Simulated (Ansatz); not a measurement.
Relaxation of CH3Cl3OSi (9 atoms, charge 0, multiplicity 1), to a largest force component of 0.02 eV/Å in at most 40 steps.

Theory: Ansatz 0.2.0, RKS r2SCAN-D4/STO-3G.

```xyz
9
Properties=species:S:1:pos:R:3
Si 0.000 0.000 0.000
O 0.000 0.000 1.680
C -1.111 -0.344 2.494
H -1.814 -0.978 1.914
H -0.758 -0.904 3.386
H -1.631 0.581 2.821
Cl 2.009 0.000 -0.709
Cl -1.003 1.738 -0.709
Cl -1.003 -1.738 -0.709
```

Q: Where does it end, and by what steps?

A: The run converged. Limits of this set-up: minimal basis. After 8 steps the energy has fallen by 0.267 eV; H6 moved furthest, 0.50 Å.

```json
{"step": "0", "energy less start (eV)": "0.0000", "largest force component (eV/Å)": "2.693", "accepted": "yes"}
{"step": "1", "energy less start (eV)": "-0.1903", "largest force component (eV/Å)": "0.844", "accepted": "yes"}
{"step": "2", "energy less start (eV)": "-0.2144", "largest force component (eV/Å)": "0.349", "accepted": "yes"}
{"step": "3", "energy less start (eV)": "-0.2348", "largest force component (eV/Å)": "0.337", "accepted": "yes"}
{"step": "4", "energy less start (eV)": "-0.2478", "largest force component (eV/Å)": "0.346", "accepted": "yes"}
{"step": "5", "energy less start (eV)": "-0.2552", "largest force component (eV/Å)": "0.356", "accepted": "yes"}
{"step": "6", "energy less start (eV)": "-0.2660", "largest force component (eV/Å)": "0.043", "accepted": "yes"}
{"step": "7", "energy less start (eV)": "-0.2664", "largest force component (eV/Å)": "0.055", "accepted": "yes"}
{"step": "8", "energy less start (eV)": "-0.2666", "largest force component (eV/Å)": "0.019", "accepted": "yes"}
```

```xyz
9
Properties=species:S:1:pos:R:3
Si -0.005 -0.040 0.059
O 0.198 -0.275 1.713
C -1.092 -0.357 2.427
H -1.708 -1.212 2.078
H -0.842 -0.510 3.493
H -1.683 0.578 2.329
Cl 1.935 0.034 -0.712
Cl -1.032 1.749 -0.374
Cl -1.083 -1.612 -0.844
```

Whether the end is a true minimum wasn't checked by a vibrational analysis.

The run took 59 s on 1 thread of AMD EPYC 7R43 64-Core Processor (Zen 3), on a shared host, peak memory 0.19 GiB.
